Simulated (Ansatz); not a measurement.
Basis-set extrapolation for C₂H₈FNOSi, SMILES `CN[SiH](F)OC` (PBE0-D4/def2-TZVP geometry, frozen core, the Gaussian-basis code of Ansatz). Multiplicity 1, RHF reference.

```
                      def2-TZVPP   def2-QZVPP
                 HF  -598.365929  -598.390987
    MP2 correlation    -1.163778    -1.254641
CCSD(T) correlation    -1.248431      not run
```

Energies in hartree. Use E(X) = E(∞) + A·exp(−7.88·√X) for Hartree–Fock and E(X) = E(∞) + B·X^(−2.97) for correlation, with X = 3 and 4, and add CCSD(T) minus MP2 of the smaller set to the MP2 limit.

Q: What is the CCSD(T) energy at the basis-set limit?

A: HF limit: -598.390987 + (-0.025058) × 0.13774 = -598.39444. MP2 limit: -1.254641 + (-0.090863) × 0.74074 = -1.32195. Higher-order term: -1.248431 − (-1.163778) = -0.08465. Total: -599.80104 hartree, 5.08 eV below CCSD(T)/def2-TZVPP.
